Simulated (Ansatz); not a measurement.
Ligand exchange: SiH2(CH3)Br + BH2(NH2) → SiH2(CH3)(NH2) + BH2Br

Species: SiH2(CH3)Br, singlet; BH2(NH2), singlet; SiH2(CH3)(NH2), singlet; BH2Br `BBr`, singlet. The partners trade Br for NH2: Si–Br and B–NH2 bonds give way to Si–NH2 and B–Br.

Shapes, held fixed at every level: PBE0-D4/def2-TZVP. Flexible molecules stand in one conformer, not always the lowest. Programs: Ansatz 0.2.0. The zero-point and thermal change to 298 K, harmonic and unscaled (PBE0-D4/def2-TZVP), is -6.6 kJ/mol.

Problem. Estimate ΔH(298 K) of this reaction.

Solution. The highest level, CCSD(T)/def2-TZVPP, gives ΔH(298 K) = +102.2 kJ/mol; the levels span +102.2 to +118.0. The column of differences is taken from that level and isn't an error. No measured value is set beside it here. Relativity is left out for Br. Outer-core shells of Br are correlated in most correlated rows, in sets that cover them unevenly. CCSD(T)/def2-TZVPP lies outside the range of all other levels here, so it shouldn't be taken on trust. Times are processor times on shared x86 and Arm servers, and rough.

| level | kind | ΔH(298 K) (kJ/mol) | less CCSD(T)/def2-TZVPP | CPU time (sum over the molecules) |
| --- | --- | --- | --- | --- |
| SPW92/def2-TZVPP | LDA | +116.9 | +14.7 | 6 s |
| PBE-D4/def2-TZVPP | GGA | +111.9 | +9.7 | 11 s |
| BHLYP-D4/def2-TZVPP | global hybrid | +109.2 | +7.0 | 13 s |
| PBE0-D4/def2-TZVPP | global hybrid | +111.4 | +9.2 | 12 s |
| wB97M-V/def2-TZVPP | range-separated hybrid | +109.7 | +7.5 | 48 s |
| wB97X-V/def2-TZVPP | range-separated hybrid | +107.2 | +5.0 | 35 s |
| CCSD(T)/def2-SVP | coupled cluster or CI | +118.0 | +15.8 | 9.5 s |
| CCSD(T)/def2-TZVPP | coupled cluster or CI | +102.2 | 0.0 | 2.7 min |
